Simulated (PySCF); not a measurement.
Geometry (Å), atoms numbered from 1 in this order:
```xyz
17

C    -0.022   -1.252   -1.067
B     0.000    0.001    0.000
C     0.075    1.423   -0.824
C    -1.370   -0.034    0.912
C     1.315   -0.137    0.981
H    -0.885   -1.203   -1.750
H    -0.077   -2.229   -0.562
H     0.878   -1.277   -1.701
H     0.093    2.294   -0.151
H    -0.789    1.562   -1.493
H     0.975    1.494   -1.455
H    -2.280    0.048    0.297
H    -1.463   -0.968    1.488
H    -1.407    0.791    1.641
H     1.311   -1.079    1.551
H     2.260   -0.113    0.417
H     1.369    0.678    1.720
```

Total charge -1.

Geometry: PBE0-D3(BJ)/def2-TZVP; GIAO shifts from PySCF, gas phase, non-relativistic, averaged over equivalent atoms.

At KT3/pcSseg-2 (348 basis functions, 76 s wall time on 1 thread of an Arm Neoverse V1, shared host):
```json
{"atoms": "C1/C3/C4/C5", "δ (ppm)": "16.4"}
{"atoms": "B2", "δ (ppm)": "-25.6"}
{"atoms": "H6/H7/H8/H9/H10/H11/H12/H13/H14/H15/H16/H17", "δ (ppm)": "-0.76"}
```

Scale: $^{13}$C (σ = 183.24 ppm) and $^{1}$H (σ = 31.63 ppm) against TMS; $^{11}$B (σ = 98.26 ppm) vs BF3·OEt2 (reference shieldings calculated alike).

Estimate the result of repeating the calculation with wB97X-D/pcSseg-2.

## Answers


```tsv
atoms	δ at wB97X-D/pcSseg-2	change
C1/C3/C4/C5	17.7	+1.3
B2	-26.5	-0.9
H6/H7/H8/H9/H10/H11/H12/H13/H14/H15/H16/H17	-0.76	+0.00
```

References, each an isolated molecule treated in the same way: $^{13}$C (σ = 186.29 ppm) and $^{1}$H (σ = 31.63 ppm) vs TMS; $^{11}$B (σ = 99.58 ppm) vs BF3·OEt2.

The largest change is at C1/C3/C4/C5 (methyl carbon bonded to B). Cost: 348 basis functions, 75 s wall time on 1 thread of an Arm Neoverse V1, shared host.

A carbon bonded to boron is broadened by the quadrupolar boron nucleus and is often missing from a measured spectrum.
